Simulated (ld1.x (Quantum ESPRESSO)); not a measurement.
**u(r) = r·R(r): atom against pseudo-atom (Ni (Z = 28))**

Columns: radius, all-electron u(r) and pseudo u(r) of the 4s shell (level -6.53 eV) of nickel in the configuration [Ar] 3d8 4s1.5 4p0.5; LDA (PZ), scalar-relativistic, RRKJ scheme, ld1.x (Quantum ESPRESSO) 7.5.

```csv
r (bohr),all-electron,pseudo
0.168,-0.1733,-0.0231
0.335,0.0817,-0.0490
0.503,0.2760,-0.0811
0.670,0.2419,-0.1226
0.838,0.0882,-0.1776
1.005,-0.0935,-0.2474
1.172,-0.2608,-0.3307
1.340,-0.3983,-0.4212
1.508,-0.5022,-0.5067
1.675,-0.5749,-0.5752
1.842,-0.6215,-0.6215
2.010,-0.6469,-0.6469
2.178,-0.6555,-0.6555
2.345,-0.6509,-0.6509
2.512,-0.6367,-0.6367
2.680,-0.6151,-0.6151
2.848,-0.5885,-0.5885
3.015,-0.5587,-0.5587
3.182,-0.5269,-0.5269
3.350,-0.4940,-0.4940
3.518,-0.4608,-0.4608
3.685,-0.4283,-0.4283
3.852,-0.3966,-0.3966
4.020,-0.3659,-0.3659
4.188,-0.3367,-0.3367
4.355,-0.3092,-0.3092
```

How many radial nodes do the two functions have?

The all-electron 4s function has n − l − 1 = 3 (the table is too coarse to show those close to the nucleus); the pseudo-wave has 0, since the states of the same l below it are removed with the core.

At about which radius was the pseudo-wave matched?

1.90 bohr. The columns agree to 0.0005 from 1.68 bohr on; several derivatives are matched, so the curves merge somewhat inside the radius.

Is the pseudo-wave norm-conserving?

Yes: the RRKJ scheme keeps the norm inside the radius equal to the all-electron one, which fixes the energy derivative of the logarithmic derivative at the level.
